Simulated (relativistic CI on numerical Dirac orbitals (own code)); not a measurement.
## Cr5+: M2,3 absorption edge

Computed with this model: Dirac-Coulomb-Breit CI, orbitals from a KLI potential per configuration, model QED (radiative potential, 1s self-energy scaled to tabulated hydrogen-like ionisation energies), valence Slater integrals scaled by 0.9, multiplet model of core-to-valence dipole absorption; configurations [Ar] 3d → [Ne] 3s2 3p5 3d2; 300 K; Lorentzian 0.8 eV and Gaussian 0.3 eV FWHM. Energies are those of the free ion, without screening or charge transfer. The branching ratio is the share of the lower-energy edge in the whole absorption, uncertain by about 0.02 where the edges overlap. S is read from ⟨S²⟩ = S(S + 1).

Field parameters in Wybourne normalisation: Td as Oh with Dq negative (B⁴₀ = 21Dq, B⁴₄ = √(5/14) B⁴₀). The field is a parameter set, without covalency.

free ion: ground-state S = 0.50, centroid 60.63 eV. Peaks (eV, height): 57.0 (81), 62.1 (54), 63.5 (100).

Td, 10Dq = -2600 cm⁻¹: ground-state S = 0.50, centroid 60.69 eV. Peaks (eV, height): 57.3 (73), 62.3 (55), 63.5 (100).

Td, 10Dq = -5900 cm⁻¹: ground-state S = 0.50, centroid 60.73 eV. Peaks (eV, height): 57.6 (79), 62.6 (56), 63.6 (100).

Td, 10Dq = -9200 cm⁻¹: ground-state S = 0.50, centroid 60.76 eV. Peaks (eV, height): 57.9 (87), 62.9 (57), 63.8 (100).

Td, 10Dq = -12450 cm⁻¹: ground-state S = 0.50, centroid 60.79 eV. Peaks (eV, height): 58.1 (97), 64.0 (100).

Td, 10Dq = -15750 cm⁻¹: ground-state S = 0.50, centroid 60.82 eV. Peaks (eV, height): 58.3 (100), 64.1 (93).

Strongest unbroadened transitions for Td, 10Dq = -2600 cm⁻¹:

```tsv
Energy (eV)	Relative strength
44.37	0.4
44.51	0.3
44.64	0.2
44.75	0.4
44.85	0.3
46.28	0.5
46.39	0.3
47.25	1.5
47.26	0.3
57.14	81.6
57.57	21.1
57.59	30.6
57.61	4.9
62.14	36.0
62.36	38.0
63.48	41.4
63.52	100.0
63.75	12.5
```
